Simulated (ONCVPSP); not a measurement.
Tc: excitation energies, all-electron against ONCV

Tc, optimised norm-conserving Vanderbilt (ONCV), made with ONCVPSP 4.0.1 (Wu-Cohen, fully relativistic). Core [Ar] 3d10, reference 4s2 4p6 4d5 5s2. Waves: 4s+5s: rc 1.40 bohr, ncon 4, nbas 7, qcut 8.5 1/bohr, 2 projectors; 4p: rc 1.15 bohr, ncon 4, nbas 8, qcut 6.3 1/bohr, 2 projectors, debl 2.4 Ha; 4d: rc 1.60 bohr, ncon 4, nbas 7, qcut 5.6 1/bohr, 3 projectors, debl 2.1 Ha. Local part: polynomial inside 0.80 bohr (lpopt 5, dvloc0 4 Ha). Core correction: Teter function, fcfact 5.25, rcfact 1.7.

Open shells are filled in proportion to 2j + 1.

Energies are relative to the spin-unpolarised reference configuration 4s2 4p6 4d5 5s2; without spin polarisation the order of configurations can differ from experiment.

```tsv
valence configuration	charge	ΔE all-electron (eV)	error AE − PS (meV)
4s2 4p6 4d5 5s0	+2	23.036	-2.4
4s2 4p6 4d4 5s0	+3	51.730	+2.6
4s2 4p5 4d5 5s2	+1	51.535	-28
```

Task: What are ΔE and the potential's error for 4s2 4p6 4d5 5s1?

Result: ΔE = 8.208 eV all-electron; the error (AE − PS) is -0.2 meV.

Levels in the configuration 4s2 4p6 4d4 5s0:

| level | all-electron (eV) | pseudo (eV) |
| --- | --- | --- |
| 4s j=1/2 | -103.600 | -103.603 |
| 4p j=3/2 | -74.379 | -74.381 |
| 4p j=1/2 | -77.413 | -77.414 |
| 4d j=5/2 | -34.997 | -34.991 |
| 4d j=3/2 | -35.347 | -35.339 |

Note: ghosts flagged at negative energy: d5/2 at -1239.0 eV, d3/2 at -417.3 eV; GHOST(+) flagged for s at 33.7 eV. A true bound ghost makes a file unfit for plane-wave use.
